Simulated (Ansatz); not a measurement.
C2H7AlSSi, SMILES `C=C[SiH2][S][AlH2]`, relaxed with RKS PBE0-D4/def2-TZVP in Ansatz 0.2.0 from a PBE-D4/def2-SVP geometry. The force threshold is 0.005 eV/Å; the program also tests the step.

The species carries charge 0 and has multiplicity 1.

Start:

```xyz
12

C    -1.352    0.693    1.133
C    -1.264    0.815   -0.206
Si   -0.419   -0.420   -1.347
S     0.614   -1.950   -0.204
Al    2.236   -0.693    0.604
H    -1.859    1.447    1.759
H    -0.926   -0.180    1.660
H    -1.724    1.702   -0.683
H    -1.433   -1.136   -2.198
H     0.530    0.308   -2.261
H     3.189   -1.386    1.679
H     2.408    0.801    0.064
```

**Question.** By how much does the energy fall, and how many steps does the optimiser take? (Best estimate.)

**Answer.** Ansatz gave: 0.06 eV, in 15 steps, 2 of them rejected.

**Question.** Which bonds change most? (Estimate.)

**Answer.** Computed: Si3–S4 from 2.171 to 2.139 Å; S4–Al5 from 2.206 to 2.182 Å; C2–Si3 from 1.882 to 1.860 Å; Si3–H10 from 1.506 to 1.487 Å.

**Question.** Give the relaxed structure. (Estimate.)

**Answer.** Computed: 
```xyz
12

C    -1.398    0.702    1.118
C    -1.281    0.813   -0.201
Si   -0.402   -0.409   -1.294
S     0.584   -1.919   -0.144
Al    2.262   -0.716    0.561
H    -1.926    1.439    1.715
H    -0.976   -0.144    1.656
H    -1.735    1.676   -0.688
H    -1.375   -1.109   -2.173
H     0.568    0.313   -2.159
H     3.249   -1.411    1.579
H     2.429    0.763    0.030
```
